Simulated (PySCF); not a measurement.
C3H7O, SMILES O(C)C[CH2], multiplicity 2. Coordinates come from a TPSSh-D3(BJ)/def2-SVP optimisation. The isomer is the one that the SMILES or the coordinates give; other isomers of the formula were not compared. One conformer was computed; it need not be the lowest.

All values below come from TPSSh-D3(BJ)/def2-SVP (PySCF).

Harmonic wavenumbers (cm⁻¹): 146, 196, 204, 348, 448, 519, 837, 924, 1035, 1103, 1144, 1174, 1218, 1292, 1376, 1442, 1457, 1474, 1476, 1504, 2945, 2966, 2991, 3027, 3132, 3136, 3254. Rotational constants (GHz): 16.43, 5.492, 4.761; symmetry number 1.

### Question
Work out the zero-point energy and the ideal-gas rigid-rotor harmonic-oscillator thermochemistry at 298.15 K and 1 atm.

### Answer
ZPE = ½ Σ hcν = ½ × 40768 cm⁻¹ = 243.84 kJ/mol. H − E(el) = 261.34 kJ/mol. Entropy in J/(mol K): translation 159.62, rotation 100.96, vibration 42.98, spin 5.76, total 309.32. G − E(el) = 169.12 kJ/mol. Cp = 86.65 J/(mol K). Modes under 150 cm⁻¹ make the vibrational entropy uncertain.
